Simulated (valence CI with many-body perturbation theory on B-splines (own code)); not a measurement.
**Pm XXX: calculated level list**

Calculated by configuration interaction combined with many-body perturbation theory (CI+MBPT): four valence electrons over a frozen Dirac-Fock core [Ar] 3d10, a basis of 11 s, 11 p, 10 d, 8 f, 5 g, 2 h functions for each j, with the one-electron correlation potential Σ1, the two-electron term Σ2, the three-electron term Σ3, Breit, model QED; selected CI, second order for the rest, scaled by the run's own slope (own B-spline code, finite nucleus).

The last digits are not significant, and no measured levels were compared; by estimate large intervals hold to a few tenths of a per cent, small ones and those within an open d or f shell to about a per cent. Among the levels kept, up to 330 cm⁻¹ of a level comes from second order outside the variational space, and about a tenth of that is noise between levels of different J, which matters for small intervals.

Levels 1 to 45 of 182, with energies above the lowest level, (4s^2 4p1/2^2) J=0. "Leading %" is the weight of the configuration and term that name the level; weights of strongly mixed levels are sums over their largest components and can fall short. In the jj column 3d3/2^4 stands for four electrons in 3d with j = 3/2. Lifetimes count E1, E2, E3, M1 and M2 decay at the calculated energies, and are blank where another channel may lead or the interval is too uncertain; long ones can be off by a factor of two.

```
No.  Configuration  Term  J  E (eV)  Leading %  Lifetime    Second component                   Leading jj
  1        4s2 4p2    3P  0    0.00         73               26 % 4s2 4p2 1S          4s^2 4p1/2^2 (98 %)
  2        4s2 4p2    3P  1   30.10         99   5.27 μs                          4s^2 4p1/2 4p3/2 (99 %)
  3        4s2 4p2    1D  2   33.23         59    430 μs     40 % 4s2 4p2 3P      4s^2 4p1/2 4p3/2 (98 %)
  4        4s2 4p2    3P  2   65.69         59   2.71 μs     40 % 4s2 4p2 1D          4s^2 4p3/2^2 (98 %)
  5        4s2 4p2    1S  0   72.73         73   1.73 μs     26 % 4s2 4p2 3P          4s^2 4p3/2^2 (98 %)
  6         4s 4p3   5S°  2   94.65         46    118 ps     37 % 4s 4p3 3P°      4s 4p1/2^2 4p3/2 (91 %)
  7         4s 4p3   3D°  1  105.54         46   11.6 ps     22 % 4s 4p3 3P°      4s 4p1/2^2 4p3/2 (87 %)
  8         4s 4p3   3D°  2  122.53         49   76.1 ps     39 % 4s 4p3 5S°      4s 4p1/2 4p3/2^2 (90 %)
  9         4s 4p3   3D°  3  128.58         92   73.4 ps   6 % 4s2 4p 4d 3D°      4s 4p1/2 4p3/2^2 (92 %)
 10      4s2 4p 4d   3F°  2  134.98         31   41.2 ps     29 % 4s 4p3 1D°      4s^2 4p1/2 4d3/2 (53 %)
 11         4s 4p3   3P°  0  135.01         96   15.8 ps                          4s 4p1/2 4p3/2^2 (96 %)
 12         4s 4p3   3P°  1  137.95         44   7.60 ps     25 % 4s 4p3 3D°      4s 4p1/2 4p3/2^2 (86 %)
 13         4s 4p3   3S°  1  143.09         35   3.58 ps     31 % 4s 4p3 1P°      4s 4p1/2 4p3/2^2 (84 %)
 14      4s2 4p 4d   3F°  2  144.62         52   7.87 ps     27 % 4s 4p3 1D°      4s^2 4p1/2 4d3/2 (44 %)
 15      4s2 4p 4d   3F°  3  153.22         71   9.31 ps  12 % 4s2 4p 4d 1F°      4s^2 4p1/2 4d5/2 (86 %)
 16      4s2 4p 4d   3D°  1  153.90         44   1.78 ps  23 % 4s2 4p 4d 1P°      4s^2 4p1/2 4d3/2 (86 %)
 17      4s2 4p 4d   3P°  2  155.34         41   3.41 ps  28 % 4s2 4p 4d 3D°      4s^2 4p1/2 4d5/2 (87 %)
 18         4s 4p3   3P°  2  164.92         39   17.8 ps     23 % 4s 4p3 1D°            4s 4p3/2^3 (76 %)
 19         4s 4p3   1P°  1  175.49         32   3.02 ps     25 % 4s 4p3 3S°            4s 4p3/2^3 (56 %)
 20      4s2 4p 4d   3F°  4  180.05         99   5.96 μs                          4s^2 4p3/2 4d5/2 (99 %)
 21      4s2 4p 4d   3D°  2  180.43         44   2.07 ps  35 % 4s2 4p 4d 1D°      4s^2 4p3/2 4d3/2 (82 %)
 22      4s2 4p 4d   3P°  0  182.02         95   2.45 ps                          4s^2 4p3/2 4d3/2 (95 %)
 23      4s2 4p 4d   3D°  3  182.72         45   2.14 ps  27 % 4s2 4p 4d 3F°      4s^2 4p3/2 4d3/2 (74 %)
 24      4s2 4p 4d   3P°  1  185.75         55   2.37 ps  14 % 4s2 4p 4d 3D°      4s^2 4p3/2 4d3/2 (56 %)
 25      4s2 4p 4d   3P°  2  189.64         41   2.90 ps  20 % 4s2 4p 4d 3D°      4s^2 4p3/2 4d5/2 (73 %)
 26      4s2 4p 4d   1F°  3  195.03         62   2.19 ps  35 % 4s2 4p 4d 3D°      4s^2 4p3/2 4d5/2 (80 %)
 27      4s2 4p 4d   1P°  1  198.55         68   2.71 ps  13 % 4s2 4p 4d 3D°      4s^2 4p3/2 4d5/2 (80 %)
 28            4p4    3P  2  202.00         39   19.7 ps         16 % 4p4 1D       4p1/2^2 4p3/2^2 (55 %)
 29      4s 4p2 4d    5F  1  203.71         57   51.2 ps   25 % 4s 4p2 4d 3D      4s 4p1/2^2 4d3/2 (89 %)
 30      4s 4p2 4d    5F  2  207.85         34   11.8 ps         16 % 4p4 3P      4s 4p1/2^2 4d3/2 (41 %)
 31            4p4    1S  0  212.55         48   6.70 ps         38 % 4p4 3P       4p1/2^2 4p3/2^2 (85 %)
 32      4s 4p2 4d    5D  3  214.20         30   12.6 ps   26 % 4s 4p2 4d 5F      4s 4p1/2^2 4d5/2 (82 %)
 33      4s 4p2 4d    3F  2  224.62         45   6.57 ps   17 % 4s 4p2 4d 1D      4s 4p1/2^2 4d5/2 (59 %)
 34      4s 4p2 4d    5D  1  228.80         49   62.1 ps   16 % 4s 4p2 4d 3P  4s 4p1/2 4p3/2 4d3/2 (85 %)
 35      4s 4p2 4d    5D  0  229.35         88   79.2 ps   10 % 4s 4p2 4d 3P  4s 4p1/2 4p3/2 4d3/2 (95 %)
 36      4s 4p2 4d    5F  2  229.89         40   22.5 ps   21 % 4s 4p2 4d 5D  4s 4p1/2 4p3/2 4d3/2 (86 %)
 37      4s 4p2 4d    5F  3  231.22         49   37.4 ps   30 % 4s 4p2 4d 3F  4s 4p1/2 4p3/2 4d3/2 (85 %)
 38      4s 4p2 4d    5F  4  234.33         72    351 ps   14 % 4s 4p2 4d 3G  4s 4p1/2 4p3/2 4d5/2 (61 %)
 39            4p4    3P  1  235.24         57   7.78 ps   21 % 4s 4p2 4d 5D         4p1/2 4p3/2^3 (57 %)
 40            4p4    1D  2  235.71         38   8.95 ps         23 % 4p4 3P         4p1/2 4p3/2^3 (60 %)
 41      4s 4p2 4d    5D  4  236.21         49    327 ps   38 % 4s 4p2 4d 3F  4s 4p1/2 4p3/2 4d5/2 (56 %)
 42      4s 4p2 4d    3F  2  240.63         55   9.29 ps   23 % 4s 4p2 4d 5D  4s 4p1/2 4p3/2 4d5/2 (51 %)
 43      4s 4p2 4d    5F  5  241.53         59    188 ps   40 % 4s 4p2 4d 3G  4s 4p1/2 4p3/2 4d5/2 (92 %)
 44      4s 4p2 4d    5P  3  241.65         50   3.11 ps   24 % 4s 4p2 4d 3F  4s 4p1/2 4p3/2 4d5/2 (52 %)
 45      4s 4p2 4d    5P  2  244.67         46   2.04 ps   20 % 4s 4p2 4d 3D  4s 4p1/2 4p3/2 4d3/2 (80 %)
```

The ionisation energy to 4s2 4p 2P°_1/2 of the next ion comes out as 1115.1 eV (NIST: 1113 ± 4 eV (theoretical)). All 182 levels together are meant to be complete up to 373.61 eV.
